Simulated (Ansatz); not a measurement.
Frontier orbitals of `C#CC(=O)[SiH3]`.

```xyz
9

C    -1.889   -0.737   -1.272
C    -0.857   -0.153   -1.065
C     0.378    0.492   -0.671
O     1.020    1.186   -1.428
Si    0.943    0.176    1.149
H    -2.802   -1.244   -1.484
H     2.216    0.899    1.367
H     1.112   -1.287    1.341
H    -0.121    0.668    2.062
```

Charge 0, multiplicity 1. The structure was optimised at the PBE0-D4/def2-TZVP level. Basis def2-TZVPP, the Gaussian-basis code of Ansatz.

| functional | HOMO (eV) | LUMO (eV) |
| --- | --- | --- |
| ωB97M-V | -9.85 | -0.11 |

Give HOMO and LUMO (eV) with LDA (SPW92), PBE, revPBE, BLYP, r2SCAN, B97M-V, PBE0, B3LYP, r2SCANh, r2SCAN0, HSE06 (plane-wave form), BHLYP, CAM-B3LYP, LC-ωPBE, ωB97X-V, HF. (An estimate is asked.)

Ansatz gave: 
```csv
functional,HOMO,LUMO
LDA (SPW92),-6.09,-3.57
PBE,-5.95,-3.33
revPBE,-5.89,-3.24
BLYP,-5.84,-3.16
r2SCAN,-6.25,-3.19
B97M-V,-6.43,-3.12
PBE0,-7.50,-2.33
B3LYP,-7.26,-2.53
r2SCANh,-6.83,-2.82
r2SCAN0,-7.72,-2.26
HSE06 (plane-wave form),-7.10,-2.71
BHLYP,-9.00,-1.16
CAM-B3LYP,-8.94,-1.14
LC-ωPBE,-10.24,0.00
ωB97X-V,-9.93,-0.04
HF,-11.19,1.67
```

B3LYP here is the variant with VWN-RPA as its local correlation; programs differ in this. LC-ωPBE has ω = 0.4 bohr⁻¹.
